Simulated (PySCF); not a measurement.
Computed shifts of a molecule C₃H₈Si, PBE/pcSseg-1 in PySCF, GIAO, gas phase, atoms alike by connectivity averaged where their shifts nearly agree, in ppm (number of nuclei): ²⁹Si: -67.3 (1). ¹³C: 144.7 (1), 121.8 (1), 22.7 (1). ¹H: 6.30 (1), 5.57 (1), 5.45 (1), 4.18 (3), 2.07 (2). References: ²⁹Si against TMS (σ = 335.4 ppm); ¹³C against TMS (σ = 182.0 ppm); ¹H against TMS (σ = 31.49 ppm), references at their B3LYP-D3(BJ)/def2-TZVP geometries, non-relativistic. Geometry: B3LYP-D3(BJ)/def2-SVP. One conformer was computed; it need not be the lowest.

### Question
Which molecule gave these data?
(A) C=C(C)[SiH3]
(B) C1C[SiH2]C1
(C) C/C=C\[SiH3]
(D) C=CC[SiH3]

### Answer
D, C=CC[SiH3]
